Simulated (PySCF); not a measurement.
## C₆ coefficients of unlike pairs at PBE

Calculated with PySCF 2.14 from the dipole response of each species, C₆(A,B) = (3/π) ∫ α_A(iu) α_B(iu) du, in atomic units, from isotropic polarisabilities. For ions this is the dispersion term alone; charge-induced terms of lower order in 1/R come first.

| species | configuration | basis | relativity | α (bohr³) | C₆ (like pair) |
| --- | --- | --- | --- | --- | --- |
| C²⁺ | [He] 2s2 (1S) | aug-cc-pwCVTZ (7s6p4d2f) | none | 4.216 | 6.489 |
| Co³⁺ | [Ar] 3d6 (5D) | aug-cc-pVDZ-DK (7s6p4d2f) | spin-free X2C | 1.879 | 4.408 |
| S³⁺ | [Ne] 3s2 3p1 (2P) | aug-cc-pwCVQZ (10s9p7d5f3g) | none | 5.345 | 14.19 |
| Zn⁺ | [Ar] 3d10 4s1 (2S) | aug-cc-pVTZ-PP with one added diffuse shell each of s, p, d, f, g type with ECP10MDF (7s7p6d4f3g) | core potential | 17.18 | 72.77 |

Estimate C₆ for Zn⁺ with C²⁺.

The integral gives 21.47. The combination rule 2 C_A C_B / (C_A α_B/α_A + C_B α_A/α_B) gives 21.32 and the geometric mean 21.73.

No spin-orbit coupling is included.

The other pairs:

```csv
pair,C₆
"Co³⁺, C²⁺",4.511
"Zn⁺, Co³⁺",14.68
"Zn⁺, S³⁺",31.01
"S³⁺, C²⁺",9.501
"S³⁺, Co³⁺",7.109
```
